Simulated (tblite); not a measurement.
C₄H₈BGaO.
Structure used (GFN2-xTB), in Å, numbered top down from 1:
```xyz
15
C4H8BGaO angstrom
B     -1.707    1.290    0.495
C     -0.880    0.556   -0.626
C     -1.163   -0.976   -0.575
C      0.222   -1.550   -0.400
C      1.125   -0.578   -0.344
Ga     2.881    0.317   -0.134
O      0.557    0.683   -0.472
H     -1.173    1.690    1.451
H     -2.863    1.367    0.364
H     -1.109    0.931   -1.633
H     -1.642   -1.335   -1.487
H     -1.803   -1.246    0.270
H      0.404   -2.605   -0.328
H      4.297   -0.403   -0.119
H      2.850    1.867    0.011
```

Level: GFN2-xTB in tblite, geometry and Hessian alike; calculated harmonic values, unscaled, isolated species. Errors from tens to a few hundred cm⁻¹ against measured bands are possible. Modes of hydrogen on boron and gallium can be 10 to 20 % off. One conformer, not necessarily the lowest. The optimisation stopped once no atom felt more than 0.01 eV/Å.

Lowest wavenumbers of the output (negative numbers stand for imaginary wavenumbers):
```
mode    cm-1
  1     -88.0
  2      47.8
  3      85.3
  4     115.4
  5     124.4
  6     264.2
  7     318.3
  8     359.4
```

Is this structure a minimum?

No. 1 mode is imaginary beyond 20i (88i cm⁻¹), so at this level the point lies at or near a first-order saddle.

Which atoms move in the imaginary mode?

88i: H14 (hydrogen on gallium) 48 %, H15 (hydrogen on gallium) 40 %. These are shares of the mass-weighted motion.

What is the remedy?

Step along that mode in both directions, optimise again with tighter thresholds and repeat the frequencies. The zero-point energy of this point (62.7 kcal/mol) counts the 38 real modes alone, and thermal corrections from it aren't those of a minimum.
